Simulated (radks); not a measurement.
Results of a calculation; reference values are marked as such.
Neutral chromium inside a hard spherical wall (all orbitals vanish at R), configuration held at [Ar] 3d5 4s1 and not refilled when levels cross. Code: a radial shooting solver on a logarithmic mesh with Libxc functionals. Model: scalar-relativistic Kohn-Sham, LDA (Slater exchange, Perdew-Wang correlation), spin-unpolarised, spherical densities, point nucleus. Eigenvalues in eV, with the zero of energy where the potential of the charges vanishes at infinity; a dash marks a level that is unbound or too diffuse for the functional's potential to be trusted. A positive occupied level is held by the wall or, in an anion where self-interaction has pushed it up, behind a barrier. The pressure on the wall is -dE/dV.

| R (bohr) | E (hartree) | kinetic (hartree) | e(3s) | e(3p) | e(4s) | e(3d) | e(4p, empty) | e(5s, empty) | pressure (GPa) |
|---|---|---|---|---|---|---|---|---|---|
| free | -1048.48124 | 1058.550 | -73.560 | -45.349 | -4.191 | -3.129 | -1.079 | -0.033 | 0 |
| 15 | -1048.48123 | 1058.550 | -73.559 | -45.348 | -4.191 | -3.128 | -1.070 | 0.397 | < 0.0001 |
| 10 | -1048.48063 | 1058.556 | -73.501 | -45.290 | -4.144 | -3.073 | -0.886 | 2.050 | 0.0147 |
| 7 | -1048.46793 | 1058.631 | -72.893 | -44.687 | -3.577 | -2.512 | 0.259 | 7.561 | 0.654 |
| 6 | -1048.44376 | 1058.745 | -72.135 | -43.938 | -2.771 | -1.816 | 1.575 | 12.729 | 2.55 |
| 2.5 | -1045.69746 | 1067.695 | -50.255 | -22.394 | 46.991 | 21.669 | 60.864 | 176.50 | 1790 |
| 1.5 | -1024.75139 | 1129.418 | 17.907 | 49.884 | 282.95 | 101.41 | 298.35 | 705.79 | 65600 |
